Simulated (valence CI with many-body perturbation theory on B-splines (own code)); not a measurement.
The numbers below are computed, except where a source is named.
# W LXVIII: what the settings do

Method: relativistic CI+MBPT: five valence electrons over a frozen Dirac-Fock core [He], a basis of 6 s, 6 p, 5 d, 3 f, 1 g functions for each j, with the one-electron correlation potential Σ1 (screened to all orders), the two-electron term Σ2, the three-electron term Σ3, Breit, model QED; selected single and double excitations, second order for the rest, scaled by the run's own slope (own B-spline code, finite nucleus).

The last digits are not significant, and no measured levels were compared; by estimate large intervals hold to a few tenths of a per cent, small ones and those within an open d or f shell to about a per cent. Among the levels kept, up to 1800 cm⁻¹ of a level comes from second order outside the variational space, and about a tenth of that is noise between levels of different J, which matters for small intervals.

The reference run has the lowest level (2s^2 2p1/2^2 2p3/2) J=3/2 and an ionisation energy of 16635.3 eV. Its largest variational space holds 10000 state functions.

Levels are named by their leading jj configuration (3d3/2^4 stands for four electrons in 3d with j = 3/2), which in mixed levels can hold well under half, so a name can repeat and another be missing. Letters in brackets count levels of one name in rising energy.

Changed runs:
A. highest l with Σ1, explicit Σ2 and valence Breit (higher l get mean screening factors) 3 → 0
B. scale of Σ1 1 → 0
C. shift of the energy in Σ1 (hartree) 0 → -43.2
D. logarithmic knot step 0.27 → 1.1 (bad on purpose)

Excitation energies of the reference run in Ry, and shifts in cm⁻¹:

```tsv
Level	Reference	A	B	C	D
(2s^2 2p1/2 2p3/2^2) J=3/2	101.99	-19712	-1782	-17	+582
(2s^2 2p1/2 2p3/2^2) J=5/2	103.69	+61077	-1783	-17	+583
(2s^2 2p1/2 2p3/2^2) J=1/2	107.56	-42874	-1792	-17	+589
(2s 2p1/2^2 2p3/2^2) J=5/2	127.45	-6072	+1030	+3.9	-1230
(2s 2p1/2^2 2p3/2^2) J=1/2	135.26	-89862	+1017	+3.7	-1232
(2s 2p1/2^2 2p3/2^2) J=3/2	135.35	-34710	+1025	+3.8	-1254
(2s^2 2p3/2^3) J=3/2	209.78	-37549	-3549	-34	+1161
(2s 2p1/2 2p3/2^3) J=3/2 [a]	231.49	-72933	-753	-13	-640
(2s 2p1/2 2p3/2^3) J=5/2	234.52	+10791	-750	-13	-652
(2s 2p1/2 2p3/2^3) J=1/2	239.32	-74990	-756	-13	-669
(2s 2p1/2 2p3/2^3) J=3/2 [b]	239.92	-28501	-753	-13	-668
(2p1/2^2 2p3/2^3) J=3/2	268.01	-63379	+2014	+7.3	-2502
Ionisation energy (eV)	16635.3	+5.8	-0.31	-0.004	-0.0071
```
